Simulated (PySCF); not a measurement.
# Worked example: chemical shift, span and skew from a shielding tensor

CH₅ClFNSi, SMILES C[Si@@](N)(F)Cl. Atoms are numbered in the order given.

```xyz
10

C      1.7291     0.8618     0.4374
Si     0.1082     0.2504    -0.2045
N     -1.0730     1.4777    -0.2467
F      0.3892    -0.4263    -1.6602
Cl    -0.6578    -1.2824     0.9512
H      1.6335     1.2277     1.4706
H      2.1097     1.6861    -0.1880
H      2.4793     0.0565     0.4198
H     -2.0585     1.2526    -0.3383
H     -0.8619     2.3943    -0.6285
```
Charge 0, spin multiplicity 1.

Geometry: r2SCAN-D4/def2-SVP. The structure was generated by enumeration; whether it is a known compound was not checked. Other conformers were not sampled.

GIAO shieldings from PBE/pcSseg-1 run with PySCF, non-relativistic, no solvent. The symmetric part of the tensor of N3 has the principal values 192.8, 206.7, 260.3 ppm. The same nucleus in NH3 has σ = 267.0 ppm at this level (PySCF, at its B3LYP-D3(BJ)/def2-TZVP geometry). Without spin–orbit terms, shifts of atoms bonded to Cl or Br come out too high.

Q: Work out the isotropic shielding, the ¹⁵N shift against NH3, the span and the skew.

A: 
σ(iso) = (σ11 + σ22 + σ33)/3 = 219.9 ppm. δ = σ(ref) − σ(iso) = 267.0 − (219.9) = 47.1 ppm.
Span Ω = σ33 − σ11 = 67.5 ppm. Skew κ = 3(σ(iso) − σ22)/Ω = 0.59. Tumbling in solution averages the tensor to δ; in a static solid the shielding alone would spread this spin-1/2 line over Ω.
